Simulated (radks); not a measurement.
Values are calculated unless marked as measured or tabulated.
Coulomb parameter of the 4d shell of the ruthenium ion Ru3+ in the model configuration [Kr] 4d4 5p1, as a second difference U = [E(n + 1) + E(n - 1) - 2 E(n)] / (1)^2 with all orbitals relaxed. "Bare": the charge of the atom changes with n. "Screened": the 5p shell takes up the change at fixed total charge, which measures U(4d,4d) + U(5p,5p) - 2 U(4d,5p). Level of theory: Dirac Kohn-Sham, PBE, spin-unpolarised, spherical densities, point nucleus; open shells are shared between the two j in proportion to 2j + 1 (a radial shooting solver on a logarithmic mesh with Libxc functionals).

case         configuration  E - E(n) (eV)
start         [Kr] 4d4 5p1          0.000
bare +1       [Kr] 4d5 5p1        -35.293
bare -1       [Kr] 4d3 5p1         49.457
screened +1       [Kr] 4d5        -16.639
screened -1   [Kr] 4d3 5p2         19.459

U(bare) = 14.164 eV, U(screened by 5p) = 2.821 eV.
